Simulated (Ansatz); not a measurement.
`B[Si]1(O)CN1` + H₂Se → `B[SeH]` + `O[SiH]1CN1` at 500 K and 1 bar (cleavage of the B–Si bond).

Program: Ansatz. Geometries: PBE0-D4/def2-TZVP. ΔE: electronic, gas phase. CCSD(T)/CBS adds triple-zeta CCSD(T) − MP2 to the extrapolated MP2 energy (def2 sets, frozen cores). For Se outer-core shells are correlated without core-valence functions, which leaves a few kJ/mol of doubt a bond. Scalar relativity is left out up to krypton. One conformer a species, not always the lowest.

```
       species  CCSD(T)/CBS energy (Eh)  H − E (kJ/mol)  S (J/(mol·K))
`B[Si]1(O)CN1`               -485.39382           251.5          411.2
          H₂Se              -2401.89790            53.1          237.8
      `B[SeH]`              -2427.30556            99.1          288.4
  `O[SiH]1CN1`               -460.03264           208.9          350.0
```

H − E and S are ideal-gas, rigid-rotor, harmonic terms from PBE0-D4/def2-TZVP, for one conformer and one mirror image of each species. 1 Eh = 2625.50 kJ/mol, R = 8.31446 J/(mol·K).

Q: By hand: ΔE, ΔH, ΔS and ΔG.

A: ΔE = (-2427.30556) + (-460.03264) − (-485.39382) − (-2401.89790) = -0.04648 Eh = -122.0 kJ/mol. Δ(H − E) = 99.1 + 208.9 − 251.5 − 53.1 = 3.4, so ΔH = -118.6 kJ/mol. ΔS = 288.4 + 350.0 − 411.2 − 237.8 = -10.6 J/(mol·K). ΔG = -118.6 − 500 × (-10.6)/1000 = -113.3 kJ/mol.

Q: By hand: the equilibrium constant, and the temperature at which ΔG would vanish if ΔH and ΔS stayed fixed.

A: log₁₀ K = −ΔG/(RT ln 10) = 11.8. ΔG = 0 at ΔH/ΔS = 11189 K, far beyond where these terms or the molecules hold.

The number of gas molecules stays the same, so ΔS is small and ΔH decides. A doubt of 5 kJ/mol in ΔE shifts log₁₀ K by 0.5 here. Other conformers and mirror images would add mixing entropy, several J/(mol·K) or more a flexible species. These are equilibria of isolated gas molecules and say nothing of rates. Largest T1 diagnostic: 0.014 (customary marks: 0.02 for closed shells, 0.045 for open ones).
